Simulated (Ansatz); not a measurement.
Ansatz results at the PBE0-D4/def2-TZVP geometry: LUMO energy (ωB97M-V/def2-TZVPP) 0.59 eV; size of the dipole moment (B3LYP/def2-TZVPP) 1.41 D; HOMO–LUMO gap (B3LYP/def2-TZVPP) 5.81 eV.

Each molecule was computed in one conformer, which needn't be the lowest.

**Question.** Which molecule gave them?
A. `CCB(C)[SiH3]`
B. `NC(=S)[SeH]`
C. `[SiH3]N[SiH]1CO1`
D. `BCC[SiH2]C`

**Answer.** A. The others give `BCC[SiH2]C`: 0.55, 0.67, 6.19; `NC(=S)[SeH]`: 1.04, 3.29, 4.88; `[SiH3]N[SiH]1CO1`: 1.63, 2.10, 6.78.

B3LYP here is the variant with VWN-RPA as its local correlation; programs differ in this.
